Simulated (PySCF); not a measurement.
C₇H₁₅P.
Geometry (PBE0-D3(BJ)/def2-SVP, Å), atoms numbered from 1 in this order:
```
atom  x, y, z in Å
C1     3.317   -1.033    0.008
C2     2.201   -0.868   -0.709
P3     1.337    0.702   -1.026
C4    -0.267    0.511   -0.036
C5    -0.001    0.089    1.406
C6    -0.926    1.892   -0.071
C7    -1.120   -0.531   -0.786
C8    -2.518   -0.766   -0.229
H9     3.823   -2.003    0.059
H10    3.776   -0.206    0.562
H11    1.798   -1.733   -1.252
H12    2.049    1.483   -0.063
H13   -0.939    0.045    1.984
H14    0.479   -0.900    1.455
H15    0.663    0.807    1.912
H16   -1.138    2.213   -1.104
H17   -0.280    2.654    0.394
H18   -1.876    1.889    0.487
H19   -0.577   -1.493   -0.789
H20   -1.198   -0.222   -1.843
H21   -3.044   -1.528   -0.824
H22   -2.494   -1.124    0.811
H23   -3.132    0.147   -0.255
```

Level: PBE0/pcSseg-1 in PySCF, non-relativistic, on one gas-phase PBE0-D3(BJ)/def2-SVP geometry that isn't relaxed in the solvent. The solvent is an IEF-PCM continuum (Bondi radii, 1.10 Å for H, scaled by 1.2). Specific hydrogen bonds and non-electrostatic terms are outside this model.

```json
{"medium": "gas phase", "total energy (Eh)": "-616.577834", "HOMO (eV)": "-6.489", "LUMO (eV)": "-0.281", "dipole (D)": "1.372"}
{"medium": "methanol (ε = 32.61)", "total energy (Eh)": "-616.582502", "HOMO (eV)": "-6.577", "LUMO (eV)": "-0.263", "dipole (D)": "1.883"}
```

**Question.** What is E(solvent) − E(gas) in methanol, in kJ/mol?

**Answer.** -616.582502 − (-616.577834) = -0.004668 Eh = -12.26 kJ/mol.

**Question.** Scale it by Onsager's factor (ε − 1)/(2ε + 1) to chloroform (ε = 4.711), and compare with the calculation.

**Answer.** The factor goes from 0.477 to 0.356, a ratio of 0.746, which gives -9.14 kJ/mol. The calculation gives -8.67 kJ/mol (total energy -616.581137 Eh), so the scaled value is 5.4 % too large in size.

**Question.** Scale the changes of the other columns the same way. What are the values in chloroform?

**Answer.** 
```tsv
quantity	scaled	computed	difference
HOMO (eV)	-6.555	-6.535	-0.020
LUMO (eV)	-0.268	-0.252	-0.016
dipole (D)	1.753	1.714	+0.039
```

**Question.** How does each lowering split into the polarisation term (half the interaction with the induced surface charges) and the distortion of the solute's density?

**Answer.** methanol: -14.03 + 1.77 kJ/mol, the distortion taking back 13 % of the polarisation term; chloroform: -9.51 + 0.84 kJ/mol, the distortion taking back 9 % of the polarisation term.
